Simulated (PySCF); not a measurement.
Frontier orbitals and the lowest excitations

Compound: C4H5FSe.
Numbering: `[F:1][C:2]1=[CH:3][CH2:4][Se:5][CH2:6]1` (hydrogens: H7 on C3; H8, H9 on C4; H10, H11 on C6)

Cartesian coordinates in Å at the PBE0-D3(BJ)/def2-SVP level; atoms count from 1:
```xyz
11
C4H5FSe angstrom
F     -1.8405   -1.4466    0.1091
C     -0.8225   -0.5926    0.0372
C      0.4497   -0.9572    0.1923
C      1.4874    0.1067    0.0870
Se     0.5121    1.7836   -0.2745
C     -1.1929    0.8259   -0.2348
H      0.7212   -1.9971    0.3903
H      2.1982   -0.0818   -0.7332
H      2.0658    0.2199    1.0176
H     -1.7186    0.9207   -1.1982
H     -1.8491    1.2239    0.5553
```

Computed with TDDFT B3LYP/def2-SVPD, vertical, gas phase, core orbitals frozen in the response (PySCF 2.14.0, density-fitted response routines). The B3LYP/def2-SVPD calculation is non-relativistic and has no spin–orbit coupling, an omission that weighs most on selenium.

Kohn–Sham orbitals with the atoms that hold most of them (Löwdin shares over 4%, at most four atoms; ? is withheld):

| orbital | ε (eV) | atoms |
| --- | --- | --- |
| HOMO-3 | -9.87 | Se5 28%, C6 21%, C4 20%, F1 10% |
| HOMO-2 | -8.78 | Se5 57%, C4 14%, C6 11%, C3 7% |
| HOMO-1 | -7.20 | C3 34%, C2 29%, F1 12%, C4 8% |
| HOMO | -6.08 | ? |
| LUMO | -0.56 | ? |
| LUMO+1 | -0.04 | C2 31%, C3 30%, C6 7%, F1 7% |
| LUMO+2 | 0.15 | Se5 53%, C4 13%, C6 9%, C2 5% |

Which atoms hold the HOMO, and with what shares?

Se5 (bonded to 2 C) 70%; C6 (bonded to C, Se and 2 H) 10%; C4 (bonded to C, Se and 2 H) 10%. By element: selenium 70%, carbon 20% or more.

Give the leading atoms of the LUMO.

Se5 (bonded to 2 C) 62%; C6 (bonded to C, Se and 2 H) 12%; C4 (bonded to C, Se and 2 H) 9%. By element: selenium 62%, carbon 21% or more.

How does S1 compare with the orbital gap of 5.52 eV?

S1 is at 4.29 eV (f = 0.0000), 1.23 eV below the gap, made of HOMO→LUMO (98%). 

Give energy, strength and leading configuration of S1, S2 and S5, and follow the Löwdin shares of the leading atoms from the occupied to the empty orbital.

- S1 (4.29 eV, f 0.0000), HOMO→LUMO (98%): Se5 70% → 62%, C6 10% → 12%
- S2 (5.10 eV, f 0.0064), HOMO→LUMO+1 (100%): Se5 70% → at most 8%, C6 10% → 7%, C2 at most 4% → 31%, C3 at most 4% → 30%
- S5 (5.67 eV, f 0.0004), HOMO-1→LUMO (99%): C3 34% → at most 4%, C2 29% → at most 4%, Se5 at most 8% → 62%, C6 at most 8% → 12%

On one thread, x86-64 server, no GPU, shared host, this took 43 s.
